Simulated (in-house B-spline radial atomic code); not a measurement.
Results of a calculation; reference values are marked as such.
## C6 from the polarisability at imaginary frequency: Hf V (Hf4+)

B3LYP (VWN-RPA) linear response of the closed shell [Xe] 4f14, from a B-spline radial code for spherical atoms; scalar-relativistic (spin-free one-electron X2C), finite nucleus, no spin-orbit coupling; shells from n = 3 respond.

The dispersion coefficient of two like species is C6 = (3/π) ∫ α(iu)² du from 0 to ∞.

```
u (hartree)  α(iu) (bohr³)
          0          3.244
      0.335          3.101
      0.783          2.643
       1.34          2.032
       2.24          1.328
       3.35         0.8583
       5.03         0.5203
       7.83         0.2886
       11.2         0.1741
       16.8        0.09517
         28        0.04243
       55.9        0.01333
```

Q: Fit one oscillator, α(iu) = α(0)/(1 + u²/ω²), through u = 3.35 and estimate C6.

A: From α(0)/α(iu) − 1 = 3.244/0.8583 − 1 = 2.7796, ω = u/√2.7796 = 2.0094 hartree (54.7 eV). London's formula gives C6 = (3/4) α(0)² ω = 0.75 × 3.244² × 2.0094 = 15.86 hartree·bohr⁶, and the oscillator holds f = α(0) ω² = 13.10 electrons, of a sum of oscillator strengths of 61.6.

Q: How does that compare with the full integral?

A: The program's quadrature over all excitations gives C6 = 14.8, so the single oscillator is off by +7.2 %. At the last point the fit gives α = 0.00419 against 0.0133: higher excitations, and deeper shells where there are any, keep the true curve higher at large u.
